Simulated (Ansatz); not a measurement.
Born–Oppenheimer molecular dynamics of C2H7NOSi2 (13 atoms, charge 0, multiplicity 1). It starts from a relaxed structure.

The calculation used Ansatz, RKS BHLYP/STO-3G.

```yaml
ensemble: NVT, Nosé–Hoover chain
time_step: 0.5 fs
steps_asked: 166
set_temperature: 500 K
thermostat: time constant 20 fs, chain length 3
masses: H 10 u
seed: 447784
```

First frame:

```xyz
13
Properties=species:S:1:pos:R:3
C -0.708 -0.023 2.104
Si 0.582 -0.064 0.766
N 0.309 -1.490 -0.340
C 0.118 -1.063 -1.546
Si 0.173 0.798 -1.842
O 0.478 1.271 -0.254
H -0.645 -0.919 2.718
H -1.714 0.030 1.694
H -0.567 0.837 2.755
H 1.891 -0.160 1.348
H -0.064 -1.799 -2.342
H 1.233 1.206 -2.721
H -1.066 1.340 -2.325
```

Question: How far do the bonds stretch over the last three quarters of this one trajectory? (Pairs bonded in most of those frames.)

Answer: 
```
   bond  mean (Å)  spread (Å)  shortest  longest
 C1–Si2     1.863       0.038      1.80     1.92
  C1–H7     1.098       0.039      1.04     1.18
  C1–H8     1.093       0.030      1.04     1.14
  C1–H9     1.090       0.035      1.02     1.14
 Si2–N3     1.823       0.047      1.74     1.89
 Si2–O6     1.697       0.031      1.65     1.75
Si2–H10     1.444       0.071      1.33     1.54
  N3–C4     1.292       0.013      1.27     1.32
 C4–Si5     1.889       0.023      1.85     1.95
 C4–H11     1.102       0.024      1.06     1.15
 Si5–O6     1.701       0.032      1.66     1.77
Si5–H12     1.439       0.018      1.42     1.47
Si5–H13     1.437       0.014      1.42     1.46
```

Mean temperature of the second half: 484 K. The conserved energy stayed within 0.12 meV per atom of its start (net change 0.09 meV per atom), so the integration is sound. A run of 0.083 ps of so small a system gives no equilibrium averages. Limits of this set-up: minimal basis.

Time of the run: 6.8 min on 1 thread of Arm Neoverse V1, on a shared host, peak memory 0.1 GiB.
